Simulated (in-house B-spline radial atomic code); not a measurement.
# Correlation energy from the adiabatic connection: ω²r²/2, ω = 0.0325

Two electrons in a singlet, external potential ω²r²/2, ω = 0.0325 (atomic units). Full CI in B-splines (partial waves to l = 8, correlation up to 0.6 % small) with the density held fixed gives W(λ) = <V_ee>_λ − U, and E_c is the integral of W(λ) − W(0) from 0 to 1.

```
   λ  W(λ) − W(0) (hartree)
   0                0.00000
0.02               -0.00209
0.05               -0.00491
0.12               -0.01022
0.25               -0.01693
 0.4               -0.02176
 0.6               -0.02578
 0.8               -0.02840
   1               -0.03026
```

Q: Integrate the table by the trapezoid rule.

A: The strips give -0.00002, -0.00011, -0.00053, -0.00176, -0.00290, -0.00475, -0.00542, -0.00587, which sum to -0.02136 hartree. The direct value, W(1) − W(0) + T_c with T_c = 0.00877, is -0.02149; the curve is convex, so chords lie above it and the trapezoids fall short in size by 0.60 %.

Q: Now use only three numbers: W(0) = -0.10999, the initial slope W'(0) = -0.1091 (extrapolated from the first points) and the strong-coupling limit of the point-charge-plus-continuum model, W∞ = -0.14776. What do second-order theory and the interpolation W(λ) = W∞ + (W(0) − W∞)/√(1 + 2χλ) of Seidl, Perdew and Levy give?

A: Second order keeps the slope alone: E_c = W'(0)/2 = -0.05455, +154 % in size against -0.02149. Matching the slope fixes χ = W'(0)/(W∞ − W(0)) = -0.1091/(-0.03777) = 2.88854. Integrating, with s = √(1 + 2χ) = 2.603281, E_c = −(W(0) − W∞)(s − 1)/(s + 1) = −0.03777 × 1.603281/3.603281 = -0.01681 hartree, -21.8 % in size against the full result. At λ = 1 the formula gives W − W(0) = -0.02326 against -0.03026. Part of the miss can come from the model's W∞, which here lies above the computed W at λ = 7, -0.15107. The slope is uncertain by some per cent for so bent a curve.
